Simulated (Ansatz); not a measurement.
One change: `FC1=C(F)[C@@H](F)[C@@H]1F` becomes `FC1=C(F)C(F)C1`.

Ansatz, PBE0-D4/def2-TZVP geometries, multiplicity 1. 

| property | `FC1=C(F)[C@@H](F)[C@@H]1F` |
| --- | --- |
| size of the dipole moment (ωB97M-V/def2-TZVPP) / D | 0.12 |
| zero-point energy (PBE0-D4/def2-TZVP) / kJ/mol | 150.3 |
| HOMO–LUMO gap (B3LYP/def2-TZVPP) / eV | 7.44 |
| LUMO energy (PBE/def2-TZVPP) / eV | -1.33 |
| size of the dipole moment (PBE/def2-TZVPP) / D | 0.01 |
| HOMO energy (ωB97M-V/def2-TZVPP) / eV | -10.46 |

(1) What does the change do to each property? (Estimate.)

## Answers

(1) The calculation gave: 
```csv
property,`FC1=C(F)C(F)C1`,shift
size of the dipole moment (ωB97M-V/def2-TZVPP) / D,2.01,1.89
zero-point energy (PBE0-D4/def2-TZVP) / kJ/mol,170.3,20.0
HOMO–LUMO gap (B3LYP/def2-TZVPP) / eV,7.37,-0.07
LUMO energy (PBE/def2-TZVPP) / eV,-0.78,0.55
size of the dipole moment (PBE/def2-TZVPP) / D,1.84,1.83
HOMO energy (ωB97M-V/def2-TZVPP) / eV,-9.82,0.64
```

With PBE0 the HOMO rises by 0.64 eV and the LUMO rises by 0.56 eV, so the gap narrows by about 0.08 eV. PBE moves the HOMO by 0.62 eV and ωB97M-V by 0.64 eV. Dipoles are sizes alone; their direction can turn.

Positive LUMOs are unbound, so they and the gaps depend on the basis.

B3LYP here is the variant with VWN-RPA as its local correlation; programs differ in this.
